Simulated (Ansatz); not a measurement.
`c1ccc(-c2ccc(-c3ccc(-c4ccc(-c5ccc(-c6ccc(-c7cccnc7)nc6)nc5)nc4)nc3)nc2)nc1`. The state is a triplet with charge 0. Geometry PBE-D4/def2-SVP, that of the neutral singlet; atoms count from 1.

Cartesian coordinates in Å:
```
C -11.245 -1.523 8.190
C -10.444 -2.599 7.778
C -9.348 -2.349 6.945
C -9.076 -1.020 6.543
C -7.932 -0.673 5.663
C -7.762 0.653 5.212
C -6.690 0.971 4.380
C -5.782 -0.045 3.997
C -4.627 0.209 3.108
C -4.377 1.448 2.482
C -3.262 1.598 1.656
C -2.395 0.499 1.453
C -1.197 0.579 0.588
C -0.860 1.708 -0.186
C 0.292 1.695 -0.973
C 1.113 0.543 -0.983
C 2.352 0.448 -1.787
C 3.130 -0.730 -1.755
C 4.296 -0.813 -2.512
C 4.689 0.291 -3.306
C 5.915 0.285 -4.136
C 6.213 1.379 -4.976
C 7.368 1.363 -5.756
C 8.232 0.245 -5.695
C 9.478 0.146 -6.496
C 10.309 -0.989 -6.368
C 11.478 -1.069 -7.128
C 11.789 -0.011 -8.000
N 11.015 1.077 -8.141
C 9.896 1.144 -7.407
N 7.955 -0.801 -4.884
C 6.849 -0.778 -4.142
N 3.944 1.419 -3.344
C 2.830 1.489 -2.618
N 0.793 -0.545 -0.243
C -0.309 -0.525 0.504
N -2.627 -0.692 2.056
C -3.693 -0.825 2.843
N -5.934 -1.315 4.440
C -6.961 -1.608 5.236
N -9.857 0.011 6.941
C -10.902 -0.238 7.736
H -12.117 -1.672 8.845
H -10.672 -3.627 8.100
H -8.716 -3.183 6.607
H -8.492 1.409 5.537
H -6.559 2.006 4.036
H -5.052 2.304 2.630
H -3.071 2.568 1.175
H -1.498 2.604 -0.188
H 0.547 2.577 -1.576
H 2.783 -1.561 -1.123
H 4.894 -1.734 -2.490
H 5.513 2.227 -4.990
H 7.595 2.217 -6.409
H 10.004 -1.779 -5.667
H 12.147 -1.940 -7.051
H 12.706 -0.044 -8.614
H 9.288 2.054 -7.555
H 6.694 -1.663 -3.499
H 2.274 2.440 -2.699
H -0.544 -1.426 1.094
H -3.857 -1.807 3.318
H -7.015 -2.661 5.565
H -11.509 0.637 8.034
```

Single mean-field runs in def2-SVP are fitted with def2-universal-jkfit. At PBE0-D4/def2-SVP a singlet of charge 0 lies 2.62 eV below the triplet at the same geometry.

Q: Estimate the Mulliken populations of the heavy atoms from the PBE0/def2-SVP orbitals of Ansatz.

A: 
```csv
atom,charge (e),spin (α − β)
C1,-0.06,0.05
C2,0.03,-0.02
C3,-0.05,0.04
C4,0.04,-0.04
C5,-0.04,0.15
C6,0.04,-0.06
C7,-0.04,0.11
C8,0.05,-0.06
C9,-0.04,0.31
C10,0.01,-0.08
C11,-0.04,0.17
C12,0.04,0.07
C13,-0.03,0.30
C14,0.00,0.06
C15,-0.03,0.04
C16,0.04,0.32
C17,-0.04,0.01
C18,0.04,0.13
C19,-0.03,-0.08
C20,0.05,0.23
C21,-0.04,-0.06
C22,0.04,0.08
C23,-0.04,-0.05
C24,0.05,0.10
C25,-0.05,-0.03
C26,0.04,0.03
C27,-0.06,-0.02
C28,0.05,0.03
N29,-0.18,-0.02
C30,0.04,0.03
N31,-0.18,-0.04
C32,0.05,0.08
N33,-0.18,-0.07
C34,0.06,0.15
N35,-0.18,-0.01
C36,0.10,0.11
N37,-0.18,0.09
C38,0.09,-0.04
N39,-0.18,0.07
C40,0.05,-0.06
N41,-0.19,0.03
C42,0.06,-0.02
```
Mulliken values depend strongly on the basis.

Q: Where does the spin sit?

A: Summed by element: C 1.98, N 0.06, H -0.05, of 2 unpaired in all. Largest on single atoms: C16 0.32, C9 0.31, C13 0.30.

Q: And the Mayer bond orders between heavy atoms (over 0.3, the first 40 of 48)?

A: C1–C2 1.40 (1.40 Å); C1–C42 1.37 (1.41 Å); C2–C3 1.43 (1.40 Å); C3–C4 1.36 (1.42 Å); C4–C5 1.03 (1.48 Å); C4–N41 1.50 (1.35 Å); C5–C6 1.36 (1.41 Å); C5–C40 1.30 (1.41 Å); C6–C7 1.44 (1.39 Å); C7–C8 1.30 (1.42 Å); C8–C9 1.09 (1.48 Å); C8–N39 1.45 (1.35 Å); C9–C10 1.28 (1.41 Å); C9–C38 1.22 (1.42 Å); C10–C11 1.53 (1.40 Å); C11–C12 1.22 (1.41 Å); C12–C13 1.20 (1.48 Å); C12–N37 1.38 (1.35 Å); C13–C14 1.20 (1.41 Å); C13–C36 1.15 (1.42 Å); C14–C15 1.59 (1.40 Å); C15–C16 1.18 (1.41 Å); C16–C17 1.16 (1.48 Å); C16–N35 1.36 (1.35 Å); C17–C18 1.28 (1.41 Å); C17–C34 1.22 (1.41 Å); C18–C19 1.48 (1.39 Å); C19–C20 1.27 (1.42 Å); C20–C21 1.06 (1.48 Å); C20–N33 1.44 (1.35 Å); C21–C22 1.35 (1.41 Å); C21–C32 1.30 (1.41 Å); C22–C23 1.43 (1.39 Å); C23–C24 1.33 (1.41 Å); C24–C25 1.02 (1.48 Å); C24–N31 1.48 (1.35 Å); C25–C26 1.39 (1.41 Å); C25–C30 1.35 (1.41 Å); C26–C27 1.41 (1.40 Å); C27–C28 1.38 (1.41 Å).
